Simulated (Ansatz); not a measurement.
A structure relaxed at B3LYP-D4/def2-SVPD in Ansatz, charge -1, singlet:

```xyz
5

Tl    0.4087   -1.4348    0.7954
Tl   -0.4087    1.4348   -0.7953
F     1.1022   -0.3889   -1.2678
F     0.5392    0.9088    1.3626
F    -1.6414   -0.5199   -0.0949
```

**Question.** Give its formula and point group.

**Answer.** Tl₂F₃⁻ (the lowest singlet isomer of a short search). Point group D3h (tolerance 0.1 Å).

**Question.** Summarise the bond lengths by kind (pairs closer than 1.2 times the sum of covalent radii, bridged metal pairs left out).

**Answer.** 6 × F–Tl 2.41 Å.

In the def2 sets Tl takes a core potential; there is no spin–orbit coupling. The structure comes from a short search, and lower isomers may exist.
